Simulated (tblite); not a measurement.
Compound: CH10N2OSi2.
SMILES with atom numbers: `[CH3:1][O:2][Si:3]([NH2:4])([NH2:5])[SiH3:6]` (hydrogens: H7, H8, H9 on C1; H10, H11 on N4; H12, H13 on N5; H14, H15, H16 on Si6)

Computed with GFN2-xTB (tblite), gas phase: nudged elastic band of 9 images (0 to 8), spring 0.2 eV/Å², climbing image at the end, force threshold 0.05 eV/Å. No saddle search or frequency run followed, so the top image need not be a first-order saddle, and its height can exceed the method's true barrier by a kcal/mol or more.

Path: rotation about Si3–O2 (oxygen-bound silicon, silyl ether oxygen), followed by the dihedral N4–Si3–O2–C1, from 61° to 168°. Start geometry (image 0):
```
atom  x, y, z in Å
C1      1.683    1.430   -0.606
O2      0.758    1.128    0.393
Si3    -0.199   -0.202    0.481
N4      0.869   -1.566    0.568
N5     -1.136   -0.021    1.927
Si6    -1.581   -0.470   -1.329
H7      2.433    0.639   -0.696
H8      1.185    1.548   -1.573
H9      2.175    2.366   -0.338
H10     1.687   -1.493    1.154
H11     0.464   -2.480    0.675
H12    -0.641    0.096    2.798
H13    -1.912    0.620    1.909
H14    -0.875   -0.412   -2.618
H15    -2.302   -1.746   -1.329
H16    -2.615    0.571   -1.425
```

The first guess turns that dihedral rigidly in even steps and adds one set of random displacements (0.04 Å standard deviation a coordinate) to every inner image. Energies of the images above image 0 (eV) in the early part of the optimisation:

```tsv
iteration	1	2	3	4	5	6	7	8
0	0.607	0.623	0.669	0.735	0.804	0.864	0.908	0.051
10	0.042	0.065	0.099	0.136	0.163	0.177	0.180	0.051
20	0.015	0.037	0.069	0.101	0.122	0.130	0.130	0.051
30	0.011	0.032	0.061	0.091	0.108	0.111	0.107	0.051
40	0.008	0.029	0.057	0.084	0.098	0.097	0.092	0.051
```

Problem. Where does the band end, and how far was the first guess from it?

Solution. Final energies, images 1 to 8: 0.006, 0.024, 0.051, 0.074, 0.081, 0.076, 0.071, 0.052 eV. The highest point drops from 0.91 eV (image 7) to 0.081 eV (image 5), by 0.83 eV. Image 5 moved by 0.09 Å rms, its dihedral from 118° to 136°. The end images are fixed. The true force on the top image ends at 0.045 eV/Å, and the largest on any image at 0.05 eV/Å; away from the top, the method drives only the force across the path to zero. The last saved iteration is 60.

The cost below is that of the whole band run. On Arm Neoverse V2, one thread, shared host, this took 3.5 s wall and 0.18 GiB of memory at its peak.
